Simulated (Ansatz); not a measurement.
Relaxation of Ta₂O₇H₄ with RKS PBE-D4/def2-SVP.

```sh
$ ansatz run in.yaml --threads 4 --pin off --events-out ev --progress --plain --max-ram 4787MiB
```

```yaml
crystal:
  periodic: [false, false, false]
  atoms:
    - {symbol: Ta, position_ang: [1.421410, 1.550630, -0.699040]}
    - {symbol: Ta, position_ang: [-1.443460, -0.982630, -0.074600]}
    - {symbol: O, position_ang: [-0.753000, 0.888220, 0.461930]}
    - {symbol: O, position_ang: [-1.120260, 0.874860, -0.906370]}
    - {symbol: O, position_ang: [1.337350, 3.323740, -0.688810]}
    - {symbol: O, position_ang: [1.327570, -0.350520, -0.774780]}
    - {symbol: O, position_ang: [-0.217640, -1.951240, 1.108590]}
    - {symbol: O, position_ang: [-2.983670, -1.479760, 0.502980]}
    - {symbol: O, position_ang: [1.901410, -0.542880, 0.536630]}
    - {symbol: H, position_ang: [1.127810, 4.259710, -0.747900]}
    - {symbol: H, position_ang: [1.215610, -1.179600, 0.919380]}
    - {symbol: H, position_ang: [-1.490740, -1.867370, -1.496570]}
    - {symbol: H, position_ang: [-0.322390, -2.543170, 1.858570]}
basis:
  gaussian: {orbitals: def2-SVP}
hamiltonian: {xc: pbe, dispersion: d4}
scf: {lower_state_search: "off"}
output: {orbitals: {seedname: orbitals}}
relax: {f_tol: 0.02, max_steps: 100}
```

Run time 2 min (4 threads of Arm Neoverse N1 on a shared host).

Positions (Å) and forces (eV/Å) at steps 1, 2, 3, 4, 5, 6, 7, 8, 9, 10, 11, 12, 13, 14, 15, 16, 17, 18, 19, 20, 21, 22 of 26:

```xyz
13
step=1 energy=-17473.5888 eV
Ta    1.421    1.551   -0.699   -0.631   -3.002    2.319
Ta   -1.443   -0.983   -0.075    1.278   -0.691    2.102
O    -0.753    0.888    0.462    1.306    1.247    0.831
O    -1.120    0.875   -0.906   -0.235    0.960   -1.546
O     1.337    3.324   -0.689   -0.705    3.445   -0.609
O     1.328   -0.351   -0.775   -0.752   -2.833   -2.039
O    -0.218   -1.951    1.109    0.517    0.451   -0.686
O    -2.984   -1.480    0.503   -1.250    0.325    0.194
O     1.901   -0.543    0.537    0.992    0.579    0.730
H     1.128    4.260   -0.748   -0.048    0.669    0.012
H     1.216   -1.180    0.919   -0.353   -0.027    0.156
H    -1.491   -1.867   -1.497    0.165   -0.761   -1.855
H    -0.322   -2.543    1.859   -0.283   -0.362    0.392
13
step=2 energy=-17475.0090 eV
Ta    1.326    1.474   -0.547   -1.820   -1.089    1.890
Ta   -1.397   -0.971   -0.016   -0.349   -0.553   -0.760
O    -0.678    0.963    0.445    1.558    0.869    0.812
O    -1.119    0.916   -0.922   -0.190    0.018   -1.057
O     1.274    3.333   -0.707   -0.268    0.036   -0.254
O     1.304   -0.483   -0.821   -0.194   -0.372   -1.670
O    -0.172   -1.964    1.119    0.361    0.043    0.021
O    -3.009   -1.389    0.495    0.293    0.484   -0.024
O     1.924   -0.562    0.510    0.450    0.282    0.623
H     1.092    4.282   -0.773    0.083    0.040   -0.196
H     1.230   -1.166    0.946    0.046    0.102    0.178
H    -1.454   -1.873   -1.597    0.151    0.300    0.284
H    -0.321   -2.560    1.868   -0.121   -0.161    0.152
13
step=3 energy=-17475.7311 eV
Ta    1.198    1.426   -0.408   -2.329   -0.848    0.280
Ta   -1.374   -0.970   -0.023   -0.721   -0.042   -1.117
O    -0.629    0.996    0.452    1.638    0.760    1.671
O    -1.116    0.929   -0.932   -0.375   -0.461   -1.508
O     1.237    3.310   -0.713   -0.022   -0.590    0.253
O     1.323   -0.530   -0.878    0.029    0.970   -0.563
O    -0.152   -1.961    1.120    0.183   -0.101    0.216
O    -3.002   -1.337    0.498    0.704    0.408   -0.150
O     1.934   -0.552    0.496    0.355   -0.208    0.453
H     1.104    4.271   -0.806    0.168   -0.379   -0.161
H     1.240   -1.150    0.951    0.275    0.148    0.142
H    -1.437   -1.870   -1.624    0.131    0.311    0.519
H    -0.326   -2.563    1.867   -0.036    0.032   -0.035
13
step=4 energy=-17476.7093 eV
Ta    1.020    1.371   -0.352   -1.146   -0.209   -0.411
Ta   -1.355   -0.957   -0.054   -0.728    0.790   -1.126
O    -0.586    1.033    0.514    2.046    0.643    5.093
O    -1.134    0.920   -0.973   -1.576   -1.446   -4.146
O     1.210    3.267   -0.692    0.157   -0.661    0.253
O     1.345   -0.541   -0.922    0.089    0.996    0.316
O    -0.136   -1.946    1.119    0.147   -0.096    0.282
O    -2.979   -1.284    0.490    0.482    0.255   -0.164
O     1.962   -0.547    0.495    0.150    0.157   -0.217
H     1.133    4.235   -0.823    0.077   -0.689   -0.011
H     1.267   -1.136    0.964    0.163   -0.003    0.012
H    -1.415   -1.860   -1.625    0.135    0.060    0.319
H    -0.334   -2.555    1.860    0.005    0.205   -0.200
13
step=5 energy=-17478.7353 eV
Ta    0.940    1.352   -0.341   -3.883   -0.433    1.036
Ta   -1.353   -0.922   -0.076   -0.689    1.629   -1.588
O    -0.513    1.043    0.700    3.352    0.768    3.040
O    -1.184    0.869   -1.119    0.234   -1.838   -2.220
O     1.205    3.238   -0.679    0.207   -0.687    0.030
O     1.352   -0.527   -0.924    0.414    0.139    0.705
O    -0.134   -1.931    1.113    0.448    0.076    0.254
O    -2.967   -1.258    0.483    0.112    0.223   -0.129
O     1.971   -0.535    0.486   -0.001    0.877   -1.194
H     1.142    4.204   -0.831   -0.015   -0.616    0.045
H     1.281   -1.130    0.961   -0.334   -0.299    0.005
H    -1.402   -1.859   -1.621    0.156   -0.109    0.285
H    -0.337   -2.544    1.849   -0.002    0.271   -0.269
13
step=6 energy=-17480.3420 eV
Ta    0.814    1.329   -0.312   -1.950    0.040   -2.056
Ta   -1.360   -0.880   -0.106   -0.447    0.527   -1.222
O    -0.411    1.064    0.867    0.381    0.039    3.655
O    -1.178    0.811   -1.226    2.055   -0.925   -0.111
O     1.196    3.208   -0.679    0.020   -0.763    0.065
O     1.366   -0.532   -0.910   -0.197    0.267    0.092
O    -0.127   -1.912    1.105    0.235    0.362   -0.054
O    -2.964   -1.236    0.473    0.035    0.354   -0.212
O     1.960   -0.507    0.451    0.051    0.867   -0.308
H     1.149    4.177   -0.832   -0.051   -0.728    0.143
H     1.286   -1.123    0.948   -0.243   -0.248   -0.027
H    -1.392   -1.868   -1.617    0.110   -0.155    0.388
H    -0.339   -2.532    1.837   -0.001    0.363   -0.353
13
step=7 energy=-17481.4709 eV
Ta    0.703    1.315   -0.336   -1.934   -0.142   -1.630
Ta   -1.367   -0.855   -0.145    0.068   -0.853    0.125
O    -0.327    1.063    1.048    0.218   -0.091    1.702
O    -1.105    0.760   -1.277    2.284    0.362    0.581
O     1.184    3.169   -0.683   -0.101   -0.572   -0.005
O     1.350   -0.527   -0.903   -0.519    0.272   -0.515
O    -0.122   -1.885    1.092   -0.090    0.468   -0.434
O    -2.967   -1.198    0.451   -0.066    0.436   -0.282
O     1.936   -0.463    0.426    0.241    0.524    0.427
H     1.145    4.139   -0.823   -0.014   -0.645    0.155
H     1.290   -1.114    0.935   -0.085    0.065   -0.090
H    -1.382   -1.894   -1.604    0.031   -0.180    0.281
H    -0.338   -2.509    1.818   -0.034    0.357   -0.317
13
step=8 energy=-17481.8982 eV
Ta    0.544    1.292   -0.360    2.460    1.061    1.042
Ta   -1.370   -0.844   -0.186    0.078   -2.734    1.732
O    -0.242    1.046    1.218   -0.247   -0.140   -0.292
O    -0.959    0.718   -1.282   -1.280    0.764   -1.342
O     1.164    3.108   -0.690   -0.250   -0.288   -0.102
O     1.317   -0.521   -0.906   -0.888    0.403   -1.030
O    -0.106   -1.851    1.061   -0.568    0.365   -0.678
O    -2.981   -1.127    0.417    0.084    0.483   -0.350
O     1.910   -0.395    0.390    0.369   -0.160    1.323
H     1.141    4.081   -0.796   -0.011   -0.604    0.124
H     1.292   -1.087    0.922    0.356    0.645   -0.325
H    -1.376   -1.956   -1.578   -0.058   -0.105    0.128
H    -0.335   -2.465    1.790   -0.044    0.310   -0.229
13
step=9 energy=-17481.6392 eV rejected
Ta    0.583    1.283   -0.354   -2.791   -1.138    3.293
Ta   -1.362   -0.921   -0.198   -0.864    0.486   -0.387
O    -0.132    0.968    1.361    0.678    0.674   -3.645
O    -1.058    0.724   -1.345    1.494    0.213    1.580
O     1.142    3.044   -0.653    0.319    0.989   -0.381
O     1.265   -0.442   -1.014    1.075   -0.715    1.520
O    -0.121   -1.810    1.020    0.090   -0.632    0.322
O    -3.011   -1.050    0.348    0.335   -0.028   -0.089
O     1.959   -0.364    0.432   -0.463    0.068   -1.785
H     1.151    4.008   -0.772    0.068   -0.133    0.072
H     1.302   -1.000    0.940    0.103    0.285   -0.425
H    -1.360   -2.065   -1.547   -0.092   -0.232   -0.017
H    -0.357   -2.375    1.782    0.047    0.165   -0.059
13
step=10 energy=-17482.2144 eV
Ta    0.574    1.288   -0.308   -0.169    0.169    0.012
Ta   -1.364   -0.902   -0.191   -0.375   -0.438    0.111
O    -0.282    1.028    1.230    0.114   -0.137   -0.192
O    -0.988    0.724   -1.300    0.383    0.214    0.376
O     1.163    3.077   -0.658    0.001    0.106   -0.132
O     1.302   -0.483   -0.945   -0.012   -0.021    0.208
O    -0.102   -1.844    1.017   -0.175   -0.125    0.012
O    -2.994   -1.062    0.402    0.227    0.147   -0.180
O     1.954   -0.383    0.388   -0.291    0.021    0.083
H     1.158    4.043   -0.780   -0.005   -0.323    0.113
H     1.312   -1.033    0.913    0.349    0.319   -0.306
H    -1.399   -2.044   -1.550   -0.078   -0.159    0.045
H    -0.335   -2.410    1.782    0.030    0.225   -0.151
13
step=11 energy=-17482.2781 eV
Ta    0.573    1.293   -0.297   -0.229   -0.229    0.147
Ta   -1.377   -0.933   -0.217   -0.052   -0.028   -0.151
O    -0.261    0.981    1.242    0.012    0.070   -0.097
O    -0.975    0.723   -1.286    0.088   -0.012    0.235
O     1.166    3.073   -0.651    0.049    0.121   -0.116
O     1.309   -0.468   -0.945    0.071   -0.005    0.063
O    -0.106   -1.847    0.990   -0.166   -0.170    0.066
O    -3.006   -1.024    0.381    0.139    0.054   -0.061
O     1.963   -0.346    0.383   -0.173   -0.157    0.031
H     1.164    4.036   -0.755    0.005   -0.044    0.082
H     1.333   -1.004    0.896    0.307    0.308   -0.144
H    -1.444   -2.130   -1.535   -0.078   -0.060    0.045
H    -0.340   -2.355    1.793    0.028    0.151   -0.101
13
step=12 energy=-17482.3224 eV
Ta    0.564    1.281   -0.279   -0.169    0.056    0.266
Ta   -1.377   -0.976   -0.273   -0.157   -0.007   -0.154
O    -0.279    0.959    1.252    0.193    0.116   -0.115
O    -0.964    0.713   -1.281   -0.088   -0.202   -0.014
O     1.166    3.058   -0.634    0.042    0.056   -0.101
O     1.321   -0.465   -0.945    0.096   -0.007   -0.058
O    -0.107   -1.862    0.947   -0.187   -0.194    0.336
O    -2.990   -0.971    0.371    0.199   -0.017   -0.026
O     1.999   -0.313    0.365   -0.112   -0.040   -0.016
H     1.172    4.024   -0.695   -0.006    0.016    0.080
H     1.383   -0.946    0.887    0.161   -0.016    0.076
H    -1.539   -2.241   -1.527   -0.034    0.061    0.022
H    -0.350   -2.260    1.812    0.060    0.178   -0.296
13
step=13 energy=-17482.3531 eV
Ta    0.558    1.280   -0.276   -0.169   -0.043    0.201
Ta   -1.379   -1.030   -0.320   -0.184    0.098   -0.071
O    -0.247    0.959    1.269    0.132    0.187   -0.073
O    -0.957    0.677   -1.283   -0.107   -0.207    0.022
O     1.156    3.062   -0.634    0.013    0.052   -0.102
O     1.347   -0.454   -0.947    0.086    0.018   -0.073
O    -0.130   -1.891    0.932   -0.148   -0.066    0.293
O    -2.970   -0.950    0.371    0.278   -0.056   -0.071
O     2.027   -0.284    0.360   -0.012   -0.103   -0.049
H     1.169    4.031   -0.640   -0.014   -0.049    0.087
H     1.445   -0.932    0.882    0.068   -0.009    0.137
H    -1.630   -2.305   -1.553    0.000    0.080    0.020
H    -0.388   -2.164    1.841    0.057    0.098   -0.320
13
step=14 energy=-17482.3865 eV
Ta    0.550    1.276   -0.274   -0.083   -0.016    0.185
Ta   -1.389   -1.089   -0.374   -0.261    0.072    0.071
O    -0.192    1.011    1.304    0.099    0.167   -0.082
O    -0.972    0.642   -1.267   -0.035   -0.160    0.069
O     1.145    3.056   -0.654    0.001   -0.062   -0.133
O     1.369   -0.454   -0.941    0.033    0.035   -0.054
O    -0.158   -1.903    0.918   -0.130    0.016    0.235
O    -2.953   -0.971    0.370    0.294   -0.051   -0.119
O     2.068   -0.258    0.351    0.001   -0.035   -0.074
H     1.172    4.021   -0.579   -0.024   -0.017    0.092
H     1.524   -0.904    0.900   -0.007   -0.040    0.113
H    -1.723   -2.351   -1.599    0.050    0.061    0.000
H    -0.441   -2.076    1.844    0.063    0.029   -0.303
13
step=15 energy=-17482.4302 eV
Ta    0.558    1.293   -0.267   -0.162   -0.282    0.243
Ta   -1.419   -1.147   -0.405    0.309    0.028   -0.102
O    -0.075    1.160    1.368    0.067    0.096   -0.188
O    -1.001    0.599   -1.196    0.026    0.230    0.100
O     1.132    3.057   -0.738    0.074    0.336   -0.097
O     1.375   -0.442   -0.948   -0.010   -0.029    0.044
O    -0.197   -1.899    0.918    0.017    0.044    0.065
O    -2.962   -1.054    0.359   -0.324    0.006    0.113
O     2.087   -0.254    0.338    0.063    0.095   -0.007
H     1.193    4.007   -0.516   -0.071   -0.410   -0.005
H     1.567   -0.891    0.915   -0.044   -0.020   -0.026
H    -1.733   -2.375   -1.655    0.002   -0.070   -0.113
H    -0.524   -2.055    1.826    0.053   -0.024   -0.027
13
step=16 energy=-17482.4639 eV
Ta    0.553    1.294   -0.240   -0.210    0.048    0.556
Ta   -1.441   -1.184   -0.444   -0.108    0.056    0.313
O     0.038    1.300    1.445    0.119   -0.004   -0.513
O    -1.068    0.623   -1.087    0.132    0.079    0.115
O     1.127    3.030   -0.825    0.097    0.404    0.039
O     1.352   -0.449   -0.929   -0.045   -0.075   -0.011
O    -0.211   -1.869    0.914   -0.088    0.058   -0.020
O    -2.996   -1.169    0.323    0.133   -0.007   -0.127
O     2.102   -0.243    0.331   -0.012    0.023    0.057
H     1.219    3.953   -0.498   -0.110   -0.575   -0.122
H     1.619   -0.879    0.941   -0.039    0.052   -0.150
H    -1.725   -2.378   -1.740    0.066   -0.036   -0.117
H    -0.568   -2.029    1.810    0.065   -0.024   -0.021
13
step=17 energy=-17482.5080 eV
Ta    0.542    1.298   -0.191    0.376    0.246   -0.374
Ta   -1.440   -1.168   -0.434   -0.239   -0.150   -0.162
O     0.151    1.425    1.502   -0.111    0.010    0.348
O    -1.150    0.698   -0.929    0.004   -0.168    0.053
O     1.131    2.980   -0.912   -0.036   -0.380   -0.124
O     1.280   -0.472   -0.927   -0.156   -0.001    0.009
O    -0.205   -1.794    0.942   -0.030   -0.018    0.014
O    -3.027   -1.318    0.250    0.144    0.041   -0.048
O     2.068   -0.276    0.313   -0.097   -0.024    0.084
H     1.226    3.865   -0.535    0.006    0.269    0.142
H     1.589   -0.907    0.936   -0.019    0.066   -0.182
H    -1.588   -2.307   -1.831    0.119    0.155    0.103
H    -0.577   -2.024    1.814    0.040   -0.046    0.137
13
step=18 energy=-17482.5264 eV
Ta    0.561    1.320   -0.173   -0.397   -0.008    0.707
Ta   -1.439   -1.181   -0.421   -0.092    0.118   -0.045
O     0.236    1.535    1.553    0.205   -0.117   -0.882
O    -1.185    0.719   -0.815    0.146   -0.228    0.153
O     1.142    2.961   -0.985   -0.008   -0.033    0.082
O     1.186   -0.483   -0.946   -0.075   -0.035    0.054
O    -0.211   -1.778    0.992   -0.211    0.008   -0.056
O    -3.047   -1.405    0.211    0.407    0.012   -0.222
O     2.010   -0.312    0.276    0.050    0.115   -0.036
H     1.236    3.825   -0.545    0.010    0.050   -0.041
H     1.522   -0.925    0.905   -0.121   -0.105    0.001
H    -1.425   -2.239   -1.909   -0.015    0.207    0.300
H    -0.586   -2.036    1.858    0.102    0.018   -0.014
13
step=19 energy=-17482.5591 eV
Ta    0.558    1.323   -0.185   -0.100    0.132    0.342
Ta   -1.405   -1.157   -0.401   -0.214   -0.223   -0.147
O     0.251    1.517    1.533    0.063   -0.005   -0.290
O    -1.194    0.739   -0.797    0.033   -0.005    0.032
O     1.141    2.970   -0.980    0.013    0.034    0.019
O     1.139   -0.496   -0.951   -0.039   -0.101    0.010
O    -0.210   -1.788    1.021   -0.076    0.031    0.043
O    -3.028   -1.423    0.163    0.196    0.034   -0.056
O     1.974   -0.332    0.264    0.114    0.046   -0.090
H     1.242    3.845   -0.564    0.005    0.008   -0.033
H     1.477   -0.947    0.887   -0.108   -0.091    0.086
H    -1.372   -2.197   -1.878    0.019    0.123    0.142
H    -0.573   -2.054    1.889    0.094    0.017   -0.058
13
step=20 energy=-17482.5673 eV
Ta    0.555    1.331   -0.163    0.128    0.029   -0.295
Ta   -1.405   -1.167   -0.419   -0.016    0.093    0.104
O     0.297    1.562    1.543   -0.047    0.050    0.323
O    -1.209    0.747   -0.727   -0.116    0.018   -0.064
O     1.141    2.963   -0.995   -0.032   -0.063    0.033
O     1.078   -0.517   -0.927    0.090    0.020   -0.062
O    -0.210   -1.774    1.011    0.009   -0.066    0.186
O    -3.023   -1.468    0.134    0.038   -0.020   -0.037
O     1.948   -0.358    0.266   -0.005    0.021   -0.051
H     1.254    3.850   -0.608    0.004   -0.013   -0.016
H     1.441   -0.958    0.903   -0.054   -0.051    0.011
H    -1.324   -2.157   -1.905   -0.008   -0.025   -0.079
H    -0.542   -2.055    1.886    0.009    0.006   -0.054
13
step=21 energy=-17482.5733 eV
Ta    0.552    1.333   -0.157    0.072    0.083   -0.111
Ta   -1.392   -1.161   -0.405   -0.165    0.039   -0.034
O     0.313    1.584    1.555   -0.010    0.005    0.060
O    -1.224    0.759   -0.706   -0.012   -0.041    0.029
O     1.139    2.953   -1.011   -0.037   -0.068    0.055
O     1.071   -0.513   -0.937    0.022   -0.005    0.009
O    -0.211   -1.770    1.038    0.056   -0.031    0.037
O    -3.016   -1.502    0.110    0.078    0.022   -0.022
O     1.934   -0.367    0.263   -0.013    0.027   -0.011
H     1.259    3.840   -0.626    0.007   -0.002   -0.018
H     1.420   -0.972    0.893   -0.023   -0.027    0.011
H    -1.300   -2.113   -1.921    0.021   -0.011    0.001
H    -0.545   -2.070    1.905    0.006    0.008   -0.007
13
step=22 energy=-17482.5744 eV
Ta    0.554    1.338   -0.155    0.009    0.010    0.019
Ta   -1.396   -1.156   -0.404   -0.041   -0.027   -0.001
O     0.323    1.594    1.559    0.004    0.005   -0.031
O    -1.228    0.765   -0.690    0.012   -0.029    0.005
O     1.135    2.952   -1.018   -0.017   -0.041    0.029
O     1.070   -0.509   -0.937    0.008    0.006    0.008
O    -0.210   -1.778    1.034    0.018    0.024   -0.014
O    -3.020   -1.505    0.105    0.032    0.012   -0.013
O     1.926   -0.368    0.269   -0.004    0.005   -0.013
H     1.263    3.839   -0.638    0.008    0.022   -0.011
H     1.408   -0.979    0.892   -0.017   -0.001    0.004
H    -1.283   -2.112   -1.917   -0.009    0.020    0.003
H    -0.542   -2.080    1.901   -0.004   -0.007    0.014
```

In the def2 sets Ta takes a core potential; there is no spin–orbit coupling. The structure holds one bond between oxygen atoms, so isomers without such links may lie far lower. The relaxation made no stability test and no search for a lower SCF solution. The structure comes from a short search, and lower isomers may exist.
